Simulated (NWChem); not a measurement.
## Excited singlets of H₂AlF by symmetry

SMILES: [F][AlH2]
```xyz
4

Al     0.0000     0.0000    -0.5654
H     -1.4088     0.0000    -1.2803
H      1.4088     0.0000    -1.2803
F      0.0000     0.0000     1.1012
```
Charge 0, spin multiplicity 1.

The numbers come from NWChem runs, not from measurements. All single points use one geometry, from PBE0/def2-SVP, a minimum by its harmonic frequencies.

Basis set: def2-SVPD. Symmetry labels belong to the abelian group C2v used in the runs, with the axes of the coordinates shown. Entries are the lowest vertical excitation energy of each symmetry in eV (for CIS and TDDFT among the lowest few roots); a state of one symmetry need not have the same character in every method. Symmetries that some method's roots don't reach, or where a double excitation leads the EOM-CCSD root, are left out.

The correlated methods keep 6 core orbitals frozen. B3LYP has NWChem's definition, with VWN1-RPA local correlation. The structure started from a generated list of species. Coupled-cluster values serve here as a point of comparison, not as the truth.

| method | a2 | b1 | b2 |
|---|---|---|---|
| CIS | 6.81 | 8.71 | 9.69 |
| TD-PBE | 5.40 | 6.99 | 7.37 |
| TD-B3LYP | 5.74 | 7.43 | 7.96 |
| TD-PBE0 | 5.82 | 7.54 | 8.08 |
| EOM-CCSD | 6.13 | 8.08 | 8.75 |
